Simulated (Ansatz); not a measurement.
Reaction (hydrogenolysis of the Al–F bond): `[F][Al]([Br])[Br]` + H₂ → `[Br][AlH][Br]` + H–F

Isolated molecules relaxed with PBE0-D4/def2-TZVP in Ansatz; ΔE leaves out vibrations. CCSD(T)/CBS is the MP2 limit (def2-TZVPP, def2-QZVPP) plus CCSD(T) − MP2 in def2-TZVPP, frozen cores. This one scheme is used for every species. Functionals use def2-TZVPP. HSE06 is defined as in plane-wave codes. For Br outer-core shells are correlated without core-valence functions, which leaves a few kJ/mol of doubt a bond. Scalar relativity is left out up to krypton.

`[F][Al]([Br])[Br]`:

```xyz
4

F    -1.266    0.605    1.068
Al   -0.093    0.045    0.078
Br   -0.495   -1.763   -1.151
Br    1.854    1.113    0.004
```

H₂:

Z-matrix (Å, degrees):
```
H
H 1 0.746
```

`[Br][AlH][Br]`:

```xyz
4

Br    1.219    0.793    1.589
Al    0.074   -0.132   -0.101
Br   -2.001    0.608   -0.515
H     0.708   -1.269   -0.972
```

H–F:

Z-matrix (Å, degrees):
```
F
H 1 0.920
```

Q: Is it downhill or uphill in electronic energy at CCSD(T)/CBS, and by how much? (Estimate.)

A: The calculation gave: Uphill: ΔE = +154.1 kJ/mol.

Q: What do these levels give: ωB97M-V, PBE0, r2SCANh, HSE06, MP2/def2-SVP, CCSD(T)/def2-TZVPP? (Best estimate.)

A: Ansatz gave: ωB97M-V 153.7, PBE0 143.8, r2SCANh 158.8, HSE06 143.4, MP2/def2-SVP 160.8, CCSD(T)/def2-TZVPP 152.5 kJ/mol.

Largest T1 diagnostic among the species: 0.008.

From r2SCAN to r2SCAN0 (25 % exact exchange), in def2-TZVPP and without D4, ΔE moves by −5.8 kJ/mol. In def2-TZVPP, CCSD(T) changes the Hartree–Fock value by +5.2 kJ/mol (the triples alone add +1.7 kJ/mol) and MP2 by +11.4 kJ/mol. Leaving LDA and LC-ωPBE aside and taking each functional with its dispersion term where it has one, the values, not all of them listed here, spread over 16.8 kJ/mol, from HSE06-D4 to r2SCAN-D4.
